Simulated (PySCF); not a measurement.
C3H3, SMILES c1c[cH+]1, charge +1. Geometry: PBE-D3(BJ)/def2-TZVP.

TDDFT-LC-ωPBE/def2-SVPD run with PySCF puts the lowest singlet excitations at 7.21, 7.61, 7.61, 7.77, 9.64, 9.64 eV.

**Question.** What are the lowest excitation roots from ADC(2)/aug-cc-pVDZ run with PySCF 2.14.0? (Estimate from the structure and the level; the computed values follow.)

**Answer.** 7.69, 7.87, 7.87, 8.02, 9.84, 9.84 eV. S1 differs by 0.48 eV (second minus first; roots are paired by order, and the bases may differ).
